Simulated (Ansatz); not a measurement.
CH3F3SSiZn, SMILES `[CH3][Zn][S][Si](F)(F)F`, relaxed with RKS PBE0-D4/def2-TZVP in Ansatz 0.2.0 from a GFN2-xTB geometry. The force threshold is 0.005 eV/Å; the program also tests the step.

Total charge 0; spin multiplicity 1.

Start:

```xyz
10

C     1.275   -1.405    1.441
Zn    0.852    0.393    0.649
S     0.067    2.421   -0.289
Si   -1.261    1.300   -1.399
F    -1.176    1.350   -2.978
F    -2.811    1.426   -1.105
F    -0.960   -0.254   -1.063
H     1.189   -2.151    0.660
H     2.270   -1.450    1.865
H     0.554   -1.631    2.219
```

Task: How much energy does the relaxation release, and in how many steps? (Best estimate.)

Result: Ansatz gave: 5.75 kcal/mol, in 11 steps.

Task: Which bonds change most? (Best estimate.)

Result: Computed: Zn2–S3 from 2.369 to 2.206 Å; C1–Zn2 from 2.010 to 1.929 Å; Si4–F7 from 1.618 to 1.593 Å; C1–H9 from 1.083 to 1.091 Å.

Task: Give the relaxed structure. (An estimate is asked.)

Result: Ansatz gave: 
```xyz
10

C     1.353   -1.395    1.498
Zn    0.693    0.214    0.664
S     0.040    2.136   -0.200
Si   -1.334    1.254   -1.463
F    -1.047    1.528   -2.988
F    -2.814    1.727   -1.204
F    -1.330   -0.329   -1.283
H     1.330   -2.218    0.781
H     2.380   -1.258    1.841
H     0.730   -1.660    2.354
```
